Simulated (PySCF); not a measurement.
Isomers of C6H9PS.

All values: CAM-B3LYP/def2-SVPD (PySCF) at GFN2-xTB geometries, gas phase, one conformer each. Core orbitals are frozen in the response; Δα² is half the sum of the squared differences of the principal polarisabilities.

Question: Rank by mean static polarisability, lowest first.
A. `[CH3:1][CH:2]([CH3:3])[c:4]1[cH:5][p:6][cH:7][s:8]1` with C1–C2–C4–C5 62°
B. `[CH2:1]=[CH:2][C:3]1=[CH:4][P@@H:5](=[S:6])[CH2:7][CH2:8]1` with C1–C2–C3–C4 172°, C3–C4–P5–S6 -134°, C4–P5–C7–C8 18°, P5–C7–C8–C3 -23°, C2–C3–C8–C7 -164°
C. `CC1=C[P@H](=S)C(C)=C1`
D. `[CH:1]#[C:2][P:3]1[CH2:4][CH2:5][S:6][CH2:7][CH2:8]1` with C2–P3–C4–C5 -49°, P3–C4–C5–S6 -67°, C4–C5–S6–C7 65°, C5–S6–C7–C8 -66°

Answer: D (16.14 Å³), A (16.39 Å³), C (17.02 Å³), B (17.95 Å³).

Question: Rank by dipole moment, highest first.
A. `[CH2:1]=[CH:2][C:3]1=[CH:4][P@@H:5](=[S:6])[CH2:7][CH2:8]1` with C1–C2–C3–C4 172°, C3–C4–P5–S6 -134°, C4–P5–C7–C8 18°, P5–C7–C8–C3 -23°, C2–C3–C8–C7 -164°
B. `CC1=C[P@H](=S)C(C)=C1`
C. `[CH3:1][CH:2]([CH3:3])[c:4]1[p:5][cH:6][cH:7][s:8]1` with C1–C2–C4–P5 -118°
D. `[CH:1]#[C:2][CH2:3][P@:4]([CH3:5])(=[S:6])[CH:7]=[CH2:8]` with C2–C3–P4–C5 -55°, C3–P4–C7–C8 127°
E. `[CH3:1][CH:2]([CH3:3])[c:4]1[cH:5][p:6][cH:7][s:8]1` with C1–C2–C4–C5 62°

Answer: A (5.67 D), B (5.18 D), D (4.22 D), E (1.85 D), C (1.00 D).

Question: Rank by HOMO energy, lowest first.
A. `CC1=C[P@H](=S)C(C)=C1`
B. `[CH:1]#[C:2][P:3]1[CH2:4][CH2:5][S:6][CH2:7][CH2:8]1` with C2–P3–C4–C5 -49°, P3–C4–C5–S6 -67°, C4–C5–S6–C7 65°, C5–S6–C7–C8 -66°
C. `[CH3:1][CH:2]([CH3:3])[c:4]1[cH:5][p:6][cH:7][s:8]1` with C1–C2–C4–C5 62°

Answer: C (-7.87 eV), A (-7.73 eV), B (-7.60 eV).

All values together:

```tsv
SMILES	μ (D)	HOMO (eV)	LUMO (eV)	α (Å³)	Δα (Å³)
C=CC1=C[P@@H](=S)CC1	5.67	-7.73	-0.69	17.95	12.82
C#CC[P@](C)(=S)C=C	4.22	-7.78	0.31	17.08	6.56
C#CP1CCSCC1	0.87	-7.60	1.00	16.14	2.86
CC(C)c1cpcs1	1.85	-7.87	-0.16	16.39	6.50
CC1=C[P@H](=S)C(C)=C1	5.18	-7.73	-0.82	17.02	7.60
CC(C)c1pccs1	1.00	-7.83	-0.15	16.41	6.48
```

Conformers: `[CH2:1]=[CH:2][C:3]1=[CH:4][P@@H:5](=[S:6])[CH2:7][CH2:8]1` with C1–C2–C3–C4 172°, C3–C4–P5–S6 -134°, C4–P5–C7–C8 18°, P5–C7–C8–C3 -23°, C2–C3–C8–C7 -164°; `[CH:1]#[C:2][CH2:3][P@:4]([CH3:5])(=[S:6])[CH:7]=[CH2:8]` with C2–C3–P4–C5 -55°, C3–P4–C7–C8 127°; `[CH:1]#[C:2][P:3]1[CH2:4][CH2:5][S:6][CH2:7][CH2:8]1` with C2–P3–C4–C5 -49°, P3–C4–C5–S6 -67°, C4–C5–S6–C7 65°, C5–S6–C7–C8 -66°; `[CH3:1][CH:2]([CH3:3])[c:4]1[cH:5][p:6][cH:7][s:8]1` with C1–C2–C4–C5 62°; `[CH3:1][CH:2]([CH3:3])[c:4]1[p:5][cH:6][cH:7][s:8]1` with C1–C2–C4–P5 -118°.
